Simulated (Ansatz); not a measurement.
Geometry optimisation, Ansatz 0.2.0, RHF/def2-SVP.

input.yaml

```yaml
crystal:
  periodic: [false, false, false]
  atoms:
    - { symbol: Ge, position_ang: [-0.591, 0.0159, -1.1475] }
    - { symbol: H, position_ang: [1.1623, -0.9306, -1.2755] }
    - { symbol: H, position_ang: [-0.5675, -0.0024, -2.6693] }
    - { symbol: H, position_ang: [-1.4898, 1.2447, -0.8761] }
    - { symbol: C, position_ang: [-1.4448, -1.4988, -0.2129] }
    - { symbol: H, position_ang: [1.5111, -0.3508, -0.5647] }
    - { symbol: "N", position_ang: [1.1048, 0.7521, 0.0981] }
    - { symbol: C, position_ang: [0.9444, 1.0833, 1.5009] }
    - { symbol: H, position_ang: [-1.6248, -1.2289, 0.8251] }
    - { symbol: H, position_ang: [-0.8327, -2.3944, -0.2384] }
    - { symbol: H, position_ang: [-2.4017, -1.7181, -0.6748] }
    - { symbol: H, position_ang: [1.52, 1.5512, -0.3764] }
    - { symbol: H, position_ang: [0.2602, 1.9248, 1.6462] }
    - { symbol: H, position_ang: [0.5409, 0.2133, 2.0154] }
    - { symbol: H, position_ang: [1.9085, 1.3388, 1.95] }
basis:
  gaussian: { orbitals: def2-SVP }
hamiltonian:
  xc: hf
relax:
  f_tol: 0.15
  max_steps: 25
  restrain:
    - { distance: [0, 6], at: 3.21, k: 30.0 }
    - { distance: [5, 1], at: 1.92, k: 30.0 }
    - { distance: [0, 1], at: 1.51, k: 30.0 }
    - { distance: [5, 6], at: 1.02, k: 30.0 }
output:
  orbitals: {}
```

Run as:

```bash
$ ansatz run input.yaml --threads 2 --pin off --max-ram 3072MiB --backend cpu --events-out ev --progress --plain --runs-dir out
```

Task: Where does it end, and by what steps?

Result: The forces met the threshold. The restraints hold the end off the free minimum. After 22 steps the energy has fallen by 3.029 eV (the restraints' own energy left out); H3 moved furthest, 1.09 Å. Joined: Ge1–H2 (2.00 → 1.52 Å), H6–N7 (1.35 → 1.01 Å).

```json
{"step": "0", "energy less start (eV)": "0.0000", "largest force component (eV/Å)": "1.506", "accepted": "yes"}
{"step": "1", "energy less start (eV)": "0.1517", "largest force component (eV/Å)": "4.160", "accepted": "yes"}
{"step": "2", "energy less start (eV)": "-0.3918", "largest force component (eV/Å)": "3.354", "accepted": "yes"}
{"step": "3", "energy less start (eV)": "-1.0683", "largest force component (eV/Å)": "2.114", "accepted": "yes"}
{"step": "4", "energy less start (eV)": "-2.0389", "largest force component (eV/Å)": "1.018", "accepted": "yes"}
{"step": "5", "energy less start (eV)": "-2.5562", "largest force component (eV/Å)": "0.798", "accepted": "yes"}
{"step": "6", "energy less start (eV)": "-2.7853", "largest force component (eV/Å)": "0.831", "accepted": "yes"}
{"step": "7", "energy less start (eV)": "-2.8887", "largest force component (eV/Å)": "0.740", "accepted": "yes"}
{"step": "8", "energy less start (eV)": "-2.9126", "largest force component (eV/Å)": "0.622", "accepted": "yes"}
{"step": "9", "energy less start (eV)": "-2.9332", "largest force component (eV/Å)": "0.605", "accepted": "yes"}
{"step": "10", "energy less start (eV)": "-2.9384", "largest force component (eV/Å)": "0.643", "accepted": "yes"}
{"step": "11", "energy less start (eV)": "-2.9422", "largest force component (eV/Å)": "0.638", "accepted": "yes"}
{"step": "12", "energy less start (eV)": "-2.9472", "largest force component (eV/Å)": "0.613", "accepted": "yes"}
{"step": "13", "energy less start (eV)": "-2.9538", "largest force component (eV/Å)": "0.571", "accepted": "yes"}
{"step": "14", "energy less start (eV)": "-2.9540", "largest force component (eV/Å)": "0.582", "accepted": "no"}
{"step": "15", "energy less start (eV)": "-2.9603", "largest force component (eV/Å)": "0.605", "accepted": "yes"}
{"step": "16", "energy less start (eV)": "-2.9682", "largest force component (eV/Å)": "0.541", "accepted": "yes"}
{"step": "17", "energy less start (eV)": "-2.9768", "largest force component (eV/Å)": "0.709", "accepted": "yes"}
{"step": "18", "energy less start (eV)": "-2.9929", "largest force component (eV/Å)": "0.639", "accepted": "yes"}
{"step": "19", "energy less start (eV)": "-3.0190", "largest force component (eV/Å)": "0.635", "accepted": "yes"}
{"step": "20", "energy less start (eV)": "-3.0129", "largest force component (eV/Å)": "0.589", "accepted": "no"}
{"step": "21", "energy less start (eV)": "-3.0250", "largest force component (eV/Å)": "0.609", "accepted": "yes"}
{"step": "22", "energy less start (eV)": "-3.0293", "largest force component (eV/Å)": "0.597", "accepted": "yes"}
```

```xyz
15
Properties=species:S:1:pos:R:3
Ge -0.599 -0.316 -1.723
H 0.887 -0.619 -1.805
H -1.254 -0.760 -3.044
H -0.808 1.199 -1.582
C -1.430 -1.292 -0.238
H 1.411 -0.053 -0.038
N 1.545 0.846 0.393
C 1.045 0.951 1.742
H -0.998 -1.015 0.722
H -1.295 -2.365 -0.381
H -2.500 -1.084 -0.207
H 1.207 1.566 -0.214
H -0.050 0.940 1.834
H 1.436 0.124 2.338
H 1.403 1.875 2.205
```

Time of the run: 110 s on 2 threads of Intel(R) Xeon(R) Platinum 8259CL CPU @ 2.50GHz (Skylake/Cascade Lake), with other jobs on the host, peak memory 0.33 GiB.
